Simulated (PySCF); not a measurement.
C2H3O2, SMILES O=[C]OC, multiplicity 2. Atoms are numbered in the order given.

```xyz
7

C     -0.4434    -1.3273     0.0000
O      0.7290    -0.4726     0.0000
C      0.5121     0.8216     0.0000
O     -0.5102     1.4300     0.0000
H     -1.0478    -1.1343    -0.8982
H     -0.0678    -2.3565     0.0000
H     -1.0478    -1.1343     0.8982
```
Charge 0, spin multiplicity 2.

Geometry: B3LYP-D3(BJ)/def2-SVP. The isomer is the one that the SMILES or the coordinates give; other isomers of the formula were not compared. The values are those of a single conformer.

Calculation: PBE/pcH-1 (PySCF).

Unrestricted Kohn–Sham, ⟨S²⟩ = 0.752. Hyperfine tensors hold the contact and dipolar terms, without spin-orbit corrections.

Question: Estimate the hyperfine couplings. (Estimate from the structure and the level; the computed values follow.)

Answer: 
```tsv
nucleus	A(iso) (MHz)	A(iso) (G)	dipolar principal values (MHz)
13C no. 1	25.4	9.1	-8.1, -7.2, 15.3
17O no. 2	-261.5	-93.3	-20.6, 8.0, 12.6
13C no. 3	611.6	218.3	-47.1, -40.0, 87.1
17O no. 4	-42.3	-15.1	-95.4, 43.9, 51.5
1H no. 5	-5.7	-2.0	-4.9, 0.0, 4.9
1H no. 6	-2.3	-0.8	-4.9, -1.0, 5.9
1H no. 7	-5.7	-2.0	-4.9, 0.0, 4.9
```

Question: And the g tensor (effective nuclear charges for spin-orbit coupling, GIAO)? (An estimate is asked for; the answer gives what the named calculation found.)

Answer: principal values 1.9981, 2.0017, 2.0043; isotropic 2.0014.
